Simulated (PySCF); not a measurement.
# Where the electron goes

Species: benzo[c]thiophene, C8H6S.
Geometry (GFN2-xTB, Å), atoms numbered from 1 in this order:
```xyz
15
C8H6S angstrom
C     -1.9302   -0.3901   -0.1852
C     -1.7037    1.0036   -0.0576
C     -0.4483    1.5061    0.0829
C      0.6553    0.6171    0.1000
C      1.9930    0.9093    0.2312
S      2.9589   -0.4982    0.1935
C      1.5997   -1.5139    0.0022
C      0.4255   -0.7984   -0.0326
C     -0.9005   -1.2778   -0.1749
H     -2.9466   -0.7402   -0.2920
H     -2.5548    1.6687   -0.0732
H     -0.2707    2.5667    0.1815
H      2.4536    1.8696    0.3473
H      1.7328   -2.5744   -0.0735
H     -1.0683   -2.3402   -0.2715
```

Computed with TDDFT CAM-B3LYP/def2-SVPD, vertical, gas phase, core orbitals frozen in the response (PySCF).

Kohn–Sham orbitals with the atoms that hold most of them (Löwdin shares over 4%, at most four atoms; ? is withheld):

| orbital | ε (eV) | atoms |
| --- | --- | --- |
| HOMO-3 | -11.02 | C4 12%, C8 12%, S6 12%, C3 11% |
| HOMO-2 | -9.58 | C9 15%, C3 15%, C8 14%, C4 14% |
| HOMO-1 | -8.31 | ? |
| HOMO | -7.02 | ? |
| LUMO | -0.59 | S6 19%, C5 12%, C7 12%, C9 10% |
| LUMO+1 | 1.26 | S6 76%, H14 5%, H13 5%, C7 5% |
| LUMO+2 | 1.47 | S6 66%, C5 7%, C7 7%, H13 5% |

Task: Give the leading atoms of the HOMO.

Result: C7 (bonded to C, S and H) 19%; C5 (bonded to C, S and H) 19%; C9 (bonded to 2 C and H) 12%; C3 (bonded to 2 C and H) 12%.

Task: Which atoms hold the HOMO-1, and with what shares?

Result: S6 (bonded to 2 C) 30%; C4 (bonded to 3 C) 14%; C8 (bonded to 3 C) 14%; C1 (bonded to 2 C and H) 12%. By element: carbon 39% or more, sulfur 30%.

Task: How does S1 compare with the orbital gap of 6.43 eV?

Result: S1 is at 3.87 eV (f = 0.078), 2.56 eV below the gap, made of HOMO→LUMO (98%). Without the coupling terms of the response equations the lowest excitation would equal the gap.

Task: One configuration dominates each of S1, S2, S3 and S6. Which, and how do the shares of the two leading atoms of either orbital change from the occupied to the empty one?

Result: 
- S1 (3.87 eV, f 0.078), HOMO→LUMO (98%): C7 19% → 12%, C5 19% → 12%, S6 at most 12% → 19%
- S2 (4.82 eV, f 0.105), HOMO-1→LUMO (75%): S6 30% → 19%, C4 14% → at most 11%, C5 at most 12% → 12%
- S3 (5.56 eV, f 0.0045), HOMO→LUMO+1 (84%): C7 19% → 5%, C5 19% → at most 5%, S6 at most 12% → 76%, H14 at most 12% → 5%
- S6 (6.14 eV, f 0.0017), HOMO-2→LUMO (94%): C9 15% → 10%, C3 15% → at most 11%, S6 at most 15% → 19%, C5 at most 15% → 12%
